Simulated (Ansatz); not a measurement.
Ansatz (a first-principles code) input:

Ansatz 0.2 input:
```yaml
crystal:
  periodic: [false, false, false]
  atoms:
    - {symbol: I, position_ang: [0.80897437, -0.00103034, -0.02195992]}
    - {symbol: H, position_ang: [-0.81394924, -0.00242806, 0.00911715]}
basis:
  gaussian:
    orbitals: def2-TZVP
hamiltonian:
  xc: b3lyp
  dispersion: d3bj
total_charge: 1
magnetization: {spin_polarized: true, initial_magnetization: 1}
relax: {f_tol: 0.002, max_steps: 150}
```

**Question.** What final total energy does it print?

**Answer.** -298.01620 Eh (B3LYP-D3(BJ)/def2-TZVP). The basis has 56 functions.
